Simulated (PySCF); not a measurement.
Compound: C5H4F4S (charge +1 and doublet state).
Structure used (GFN2-xTB), in Å, numbered top down from 1:
```
atom  x, y, z in Å
F1    -2.5170   -0.8476    0.4231
C2    -1.5213   -0.3727   -0.3637
C3    -0.1844   -0.9077    0.0185
C4     0.7861    0.0241    0.1078
C5     2.2481   -0.2451    0.4382
F6     2.5179   -1.5382    0.3609
F7     2.5267    0.1771    1.6686
F8     3.0376    0.4104   -0.4101
S9     0.2687    1.6562   -0.1680
C10   -1.4558    1.1623   -0.3152
H11   -1.7598   -0.7264   -1.3879
H12   -0.0422   -1.9645    0.2024
H13   -2.0015    1.5158    0.5697
H14   -1.9036    1.6559   -1.1814
```

The hyperfine couplings belong to this conformer and change with its torsions.

The species is `F[C@@H]1C=C(C(F)(F)F)[S+]C1` [radical] (charge +1).

Theory: UKS B3LYP, pcH-1 on C F H S, non-relativistic, mean-field spin-orbit, GIAO in PySCF. The structure is a single GFN2-xTB conformer in the gas phase; no vibrational or solvent corrections. A GFN2-xTB geometry isn't a minimum of the functional, and hyperfine couplings can be far from their values at a DFT geometry, by a factor of two or more for some ions and for spin on atoms past the first row. The SCF solution wasn't tested for stability.

(1) The isotropic 19F couplings, averaged over equivalent nuclei, are +48.9, -3.6 MHz. Assign them to F1; F6/F7/F8.

(2) The isotropic 13C couplings are +30.1, -18.3, -13.6, -3.6, -1.0 MHz. Assign them to C2; C3; C4; C5; C10.

(3) The isotropic 1H couplings are +85.4, +77.5, +39.0, -26.5 MHz. Assign them to H11; H12; H13; H14.

Results:

(1) 
| site | a_iso (MHz) | ρ(0) (bohr⁻³) | position | distance from S9 (Å) | bound to | spin population there | largest \|T\| (MHz) |
| --- | --- | --- | --- | --- | --- | --- | --- |
| F1 | +48.9 | +0.0114 | 2 bonds from C3 | 3.79 | C2 | -0.02 | 54.5 |
| F6/F7/F8 | -3.6 | -0.0009 | 3 bonds from C3 | 3.42 | C5 | 0.00 | 7.2 |

(2) 
```tsv
site	a_iso (MHz)	ρ(0) (bohr⁻³)	position	distance from S9 (Å)	spin population	largest |T| (MHz)
C2	-13.6	-0.0121	1 bond from C3	2.71	-0.02	3.8
C3	+30.1	+0.0269	a main spin site	2.61	+0.38	61.6
C4	-18.3	-0.0167	1 bond from C3	1.73	-0.05	3.0
C5	-1.0	-0.0009	2 bonds from C3	2.81	0.00	0.8
C10	-3.6	-0.0034	1 bond from S9	1.80	-0.02	5.9
```

(3) 
| site | a_iso (MHz) | ρ(0) (bohr⁻³) | position | distance from S9 (Å) | bound to | spin population there | largest \|T\| (MHz) |
| --- | --- | --- | --- | --- | --- | --- | --- |
| H11 | +85.4 | +0.0191 | 2 bonds from C3 | 3.36 | C2 | -0.02 | 4.6 |
| H12 | -26.5 | -0.0059 | 1 bond from C3 | 3.65 | C3 | +0.38 | 17.2 |
| H13 | +77.5 | +0.0173 | 2 bonds from S9 | 2.39 | C10 | -0.02 | 5.8 |
| H14 | +39.0 | +0.0087 | 2 bonds from S9 | 2.40 | C10 | -0.02 | 6.1 |

ρ(0) is the spin density at the nucleus and T the dipolar tensor; a_iso includes a spin–orbit part; entries for several nuclei are means. Largest spin populations (Mulliken): S9 (+0.63) and C3 (+0.38). Main spin sites, with 60 % or more of the largest population: C3, S9; positions count bonds from the nearest.

β density exceeds α density at some nuclei, such as C4 (-0.0167), C2 (-0.0121) and H12 (-0.0059), spin density in bohr⁻³. In a single determinant that takes different orbitals for the two spins, that is spin polarisation.

Nuclei that the bonding pattern makes equivalent are averaged, as if the motion that swaps them (rotation, inversion, ring flip) were fast. The three 19F nuclei of mean -3.6 MHz run from -6.0 to 1.0 MHz in the frozen geometry.

On an Arm Neoverse V2 with one thread, shared host with 96 logical CPUs at a one-minute load of 80, this took 2.7 min of wall time (grids of density and orbitals included) and 1.2 GiB of memory at its peak.
